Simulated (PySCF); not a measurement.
# Relaxation of triplet GeFCl

Method: PySCF, UPBE0, basis Ge def2-TZVP, F def2-TZVP, Cl def2-TZVP (no relativity, density fitting). A (50,194) grid was used.

A hand-made linear start, of C∞v symmetry, held to at least that symmetry:

```xyz
3
charge 0 multiplicity 3, angstrom
Ge    0.0000    0.0000   -0.3267
F     0.0000    0.0000   -2.1767
Cl    0.0000    0.0000    1.8733
```

Task: What does it relax to?

Result: It ends at C∞v with Ge–Cl 2.249 Å, Ge–F 1.776 Å; Cl–Ge–F 180.0°. A frequency run shows 1 imaginary mode, down to 157i cm⁻¹, so it is a saddle point.

Task: How much energy is released, and in how many steps?

Result: 5.1 kJ/mol in 4 steps.

At this level a singlet minimum of Cs symmetry lies 341 kJ/mol below this structure.
